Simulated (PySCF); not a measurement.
NICS in isomers of C7H13N3.

NICS is the negative of the GIAO shielding at a point without a nucleus: at the ring centre (0) and 1 Å above and below it (1); zz is the component along the ring normal. Level: GIAO PBE0/pcSseg-1 (PySCF, non-relativistic, gas phase) on the GFN2-xTB geometries, one conformer each. Atom numbers follow the mapped SMILES.

Problem. Order these rings by mean NICS(1)zz, lowest (most negative) first (ppm).
A. ring N4–C5–N7–N8–C9 in `[CH3:1][CH2:2][CH2:3][n:4]1[c:5]([CH3:6])[n:7][n:8][c:9]1[CH3:10]`
B. ring C2–N3–N4–N5–C6 in `[CH3:1][c:2]1[nH:3][n:4][n:5][c:6]1[C:7]([CH3:8])([CH3:9])[CH3:10]`
C. ring N6–N7–C8–C9–N10 in `[CH3:1][CH2:2][C:3]([CH3:4])([CH3:5])[n:6]1[n:7][cH:8][cH:9][n:10]1`
D. ring C2–N3–N4–N5–C9 in `[CH3:1][c:2]1[n:3][n:4][n:5]([CH:6]([CH3:7])[CH3:8])[c:9]1[CH3:10]`

Solution. C (-34.4), B (-31.7), D (-30.2), A (-27.3).

| SMILES | ring | NICS(0) | NICS(1) | NICS(1)zz | HOMA | rms pucker (Å) | ring atoms with four or more neighbours |
| --- | --- | --- | --- | --- | --- | --- | --- |
| CCC(C)(C)n1nccn1 | 5-membered ring with 3 N; formal bonds all aromatic | -13.4 | -13.5 | -34.4 | 1.00 | 0.00 | 0 |
| Cc1[nH]nnc1C(C)(C)C | 5-membered ring with 3 N; formal bonds all aromatic | -12.7 | -13.0 | -31.7 | 0.94 | 0.00 | 0 |
| Cc1nnn(C(C)C)c1C | 5-membered ring with 3 N; formal bonds all aromatic | -11.8 | -12.7 | -30.2 | 0.95 | 0.00 | 0 |
| CCCn1c(C)nnc1C | 5-membered ring with 3 N; formal bonds all aromatic | -10.5 | -10.8 | -27.3 | 0.87 | 0.00 | 0 |

NICS(0) gives the same order. The isotropic NICS(1) gives the same order. Over the 4 rings with a HOMA value its correlation coefficient with NICS(1)zz is -0.95. HOMA uses Krygowski's 1993 parameters. NICS(1) and NICS(1)zz are means over the two faces.
